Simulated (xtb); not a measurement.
C3H7O (SMILES CC(C)=[OH+]), charge +1, singlet, geometry from GFN2-xTB; xtb with GFN1-xTB.

The xtb input:
```
$ xtb mol.xyz --gfn 1 --chrg 1 --etemp 5000 --json

# file mol.xyz
11

O     -0.12196456    -0.11943116     1.32799784
C     -0.00798184    -0.01099008     0.06880575
C      0.07373480     1.28361169    -0.60229975
C      0.04849087    -1.25339967    -0.69585394
H     -0.32280816     2.10426178    -0.00494255
H      0.33273813    -2.09663446    -0.06823236
H     -0.40234208     1.26246429    -1.58195675
H      1.13051027     1.50223461    -0.79778580
H      0.69259699    -1.16845430    -1.56935464
H     -0.95587967    -1.46687807    -1.07995797
H     -0.18456204     0.70312382     1.85433503
```

Task: Predict the main parts of the log of this xtb run.

Result: 
```
   ID    Z sym.   atoms
    1    8 O      1
    2    6 C      2-4
    3    1 H      5-11

           -------------------------------------------------
          |                Calculation Setup                |
           -------------------------------------------------

           -------------------------------------------------
          |                 G F N 1 - x T B                 |
           -------------------------------------------------

          ...................................................
          :                      SETUP                      :
          :.................................................:
          :  # basis functions                  30          :
          :  # atomic orbitals                  30          :
          :  # shells                           22          :
          :  # electrons                        24          :
          :  # halogen bonds                     0          :
          :  max. iterations                   250          :
          :  Hamiltonian                  GFN1-xTB          :
          :  restarted?                      false          :
          :  GBSA solvation                  false          :
          :  PC potential                    false          :
          :  electronic temp.         5000.0000000     K    :
          :  accuracy                    1.0000000          :
          :  -> integral cutoff          0.2500000E+02      :
          :  -> integral neglect         0.1000000E-07      :
          :  -> SCF convergence          0.1000000E-05 Eh   :
          :  -> wf. convergence          0.2000000E-04 e    :
          :  Broyden damping             0.4000000          :
          :  net charge                          1          :
          :  unpaired electrons                  0          :
          ...................................................

 iter      E             dE          RMSdq      gap      omega  full diag
   1    -14.4116854 -0.144117E+02  0.746E+00    5.94       0.0  T
   2    -14.5009571 -0.892717E-01  0.435E+00    4.62       1.0  T
   3    -14.5008804  0.766249E-04  0.147E+00    4.79       1.0  T
   4    -14.5035011 -0.262067E-02  0.111E-01    4.59       1.0  T
   5    -14.5035803 -0.791819E-04  0.442E-02    4.66       1.0  T
   6    -14.5035867 -0.642606E-05  0.194E-02    4.64       1.6  T
   7    -14.5035921 -0.536160E-05  0.204E-03    4.65      14.8  T
   8    -14.5035921 -0.209485E-07  0.209E-04    4.65     144.2  T
[...]
         :: total energy             -14.327723483069 Eh    ::
[...]
        30                          0.2917325               7.9384
      -------------------------------------------------------------
                  HL-Gap            0.1708401 Eh            4.6488 eV
             Fermi-level           -0.6327649 Eh          -17.2184 eV

  Mulliken/CM5 charges         n(s)   n(p)   n(d)
     1O    -0.37152 -0.57782   1.671  4.701  0.000
     2C     0.42944  0.43211   1.093  2.477  0.000
     3C    -0.12685 -0.27034   1.028  3.098  0.000
     4C    -0.10221 -0.24451   1.022  3.080  0.000
     5H     0.10443  0.15882   0.896  0.000  0.000
     6H     0.12362  0.17949   0.876  0.000  0.000
     7H     0.11773  0.17078   0.882  0.000  0.000
     8H     0.14036  0.19312   0.860  0.000  0.000
     9H     0.10937  0.16255   0.891  0.000  0.000
    10H     0.14034  0.19336   0.860  0.000  0.000
    11H     0.43530  0.60244   0.565  0.000  0.000

Wiberg/Mayer (AO) data.
largest (>0.10) Wiberg bond orders for each atom

 ---------------------------------------------------------------------------
     #   Z sym  total        # sym  WBO       # sym  WBO       # sym  WBO
 ---------------------------------------------------------------------------
     1   8 O    2.312 --     2 C    1.390    11 H    0.788
     2   6 C    3.707 --     1 O    1.390     4 C    1.095     3 C    1.092
     3   6 C    3.973 --     2 C    1.092     5 H    0.963     7 H    0.948
                             8 H    0.899
     4   6 C    3.964 --     2 C    1.095     6 H    0.957     9 H    0.951
                            10 H    0.894
     5   1 H    0.985 --     3 C    0.963
     6   1 H    0.981 --     4 C    0.957
     7   1 H    0.984 --     3 C    0.948
     8   1 H    0.979 --     3 C    0.899
     9   1 H    0.985 --     4 C    0.951
    10   1 H    0.978 --     4 C    0.894
    11   1 H    0.818 --     1 O    0.788
 ---------------------------------------------------------------------------

Topologies differ in total number of bonds
Writing topology from bond orders to xtbtopo.mol

 dipole moment from electron density (au)
     X       Y       Z
  -0.0076   0.8154  -0.1041  total (Debye):    2.089

           -------------------------------------------------
          | TOTAL ENERGY              -14.327723483069 Eh   |
          | GRADIENT NORM               0.010425790488 Eh/α |
          | HOMO-LUMO GAP               4.648795383274 eV   |
           -------------------------------------------------

normal termination of xtb
```
